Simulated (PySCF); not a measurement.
C₅H₁₅Nb, SMILES [CH3][Nb]([CH3])([CH3])([CH3])[CH3], multiplicity 1.

Geometry optimised at B3LYP-D3(BJ)/def2-SVP. The spin state was assumed, not searched. The def2 effective core potentials stand for the cores of Nb; spin–orbit coupling is left out.

Level of theory: M06-2X/def2-TZVP run with PySCF.

Gas-phase values at a fixed geometry.

```json
{
 "total_energy": "-256.33713 hartree",
 "highest_occupied_level": "-8.30 eV",
 "lowest_empty_level": "-0.90 eV",
 "orbital_gap": "7.40 eV",
 "dipole_moment": "1.24 D",
 "quadrupole, principal values (traceless, Buckingham form, about the centre of nuclear charge)": "-1.28, -1.27, 2.55 D·Å"
}
```
